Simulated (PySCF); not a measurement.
A calculated (UHF, PySCF 2.14, aug-cc-pVDZ-DK, the spin-free X2C one-electron Hamiltonian (Gaussian nucleus)) atom or ion has these occupied shells.

```json
{"shell": "1s α", "electrons": "1", "orbital energy (eV)": "-5537.0", "rms radius, mean of both spins (bohr)": "0.0768"}
{"shell": "1s β", "electrons": "1", "orbital energy (eV)": "-5537.0", "rms radius, mean of both spins (bohr)": "0.0768"}
{"shell": "2s α", "electrons": "1", "orbital energy (eV)": "-674.58", "rms radius, mean of both spins (bohr)": "0.332"}
{"shell": "2s β", "electrons": "1", "orbital energy (eV)": "-672.88", "rms radius, mean of both spins (bohr)": "0.332"}
{"shell": "2p α", "electrons": "3", "orbital energy (eV)": "-563.27", "rms radius, mean of both spins (bohr)": "0.303"}
{"shell": "2p β", "electrons": "3", "orbital energy (eV)": "-561.54", "rms radius, mean of both spins (bohr)": "0.303"}
{"shell": "3s α", "electrons": "1", "orbital energy (eV)": "-106.98", "rms radius, mean of both spins (bohr)": "1.02"}
{"shell": "3s β", "electrons": "1", "orbital energy (eV)": "-101.15", "rms radius, mean of both spins (bohr)": "1.02"}
{"shell": "3p α", "electrons": "3", "orbital energy (eV)": "-75.180", "rms radius, mean of both spins (bohr)": "1.11"}
{"shell": "3p β", "electrons": "3", "orbital energy (eV)": "-68.007", "rms radius, mean of both spins (bohr)": "1.11"}
{"shell": "3d α", "electrons": "3", "orbital energy (eV)": "-30.337", "rms radius, mean of both spins (bohr)": "1.44"}
```

Problem. Name the element and its charge.

Solution. V²⁺ (vanadium, charge +2), in [Ar] 3d3, high-spin 4F determinant.
